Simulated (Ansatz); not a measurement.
Ideal-gas functions of CH$_{3}$AlOS, SMILES `C1[O][AlH][S]1` at 400 K and 1 bar, from an Ansatz frequency run at PBE0-D4/def2-TZVP.

Molar mass 90.08 g/mol, point group Cs (symmetry number 1), electronic degeneracy 1, moments of inertia 65.175, 95.791, 157.726 u Å². Harmonic wavenumbers (cm⁻¹, unscaled): 239, 415, 465, 518, 571, 686, 817, 942, 1052, 1199, 1292, 1502, 1997, 3059, 3119.

Use S(trans) = R[1.5 ln M + 2.5 ln T − 1.1517]; rotational temperatures θ = 24.2544 K / I; S(rot) = R[ln(√π/σ · √(T³/θAθBθC)) + 1.5]; for each mode x = 1.438777 ν̃/T, S = R[x/(eˣ − 1) − ln(1 − e⁻ˣ)] and H = RT x/(eˣ − 1); 1 cm⁻¹ = 0.0119627 kJ/mol; R = 8.31446 J/(mol·K).

Task: By hand: the entropy, in J/(mol·K).

Result: Translation 171.1. Rotation: θ = 0.3721, 0.2532, 0.1538 K, giving 109.6. Vibration, mode by mode: 9.82, 5.71, 4.94, 4.25, 3.65, 2.64, 1.82, 1.27, 0.92, 0.60, 0.45, 0.24, 0.05, 0.00, 0.00, in all 36.4. Electronic 0.0. Sum 317.1 J/(mol·K).

Task: By hand: H − E and G − E in kJ/mol, counted from the electronic energy.

Result: Zero-point energy ½ × 17873 × 0.0119627 = 106.9; thermal vibration 9.4; translation, rotation and pV give 4 RT = 13.3. H − E = 129.6 kJ/mol, and G − E = 129.6 − 400 × 317.1/1000 = 2.8 kJ/mol.

Vibration gives 11 % of the entropy.
